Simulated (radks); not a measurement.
Values are calculated unless marked as measured or tabulated.
Initial-state core-level shifts of the tantalum ion Ta+ when its valence configuration changes from [Xe] 4f14 5d3 6s1. Code: a radial shooting solver on a logarithmic mesh with Libxc functionals. Model: Dirac Kohn-Sham, LDA (Slater exchange, Perdew-Wang correlation), spin-unpolarised, spherical densities, finite nucleus; open shells fill j = l - 1/2 first; Fermi nuclear charge, rms radius 5.3507 fm. Shifts are changes of the shell-averaged eigenvalues in eV (positive: less bound); the change of the density at the nucleus, which sets a Mossbauer isomer shift, is in e/bohr^3, on a base of 1.307e+06.

| valence | 1s | 2p | 4s | 5s | density at nucleus |
|---|---|---|---|---|---|
| 4f14 5d3 6s0.5 6p0.5 | -0.605 | -0.598 | -0.602 | -0.598 | -37.8 |
| 4f14 5d2 6s1 6p1 | -3.820 | -3.928 | -3.890 | -3.831 | +20.0 |
| 4f14 5d4 | +2.265 | +2.367 | +2.344 | +2.331 | -85.3 |
| 4f14 5d2.5 6s1.5 | -1.262 | -1.319 | -1.301 | -1.282 | +47.9 |
| 4f13 5d3 6s2 | -11.592 | -12.387 | -12.923 | -6.927 | +183.5 |
| 4f13 5d4 6s1 | -8.764 | -9.432 | -10.023 | -4.126 | +76.8 |
| 4f12 5d5 6s1 | -18.358 | -19.765 | -20.822 | -8.359 | +161.5 |
| 4f13.5 5d3.5 6s1 | -4.308 | -4.632 | -4.938 | -2.075 | +37.6 |
| 4f13 5d3 6s1 6p1 | -12.790 | -13.574 | -14.118 | -8.106 | +98.5 |
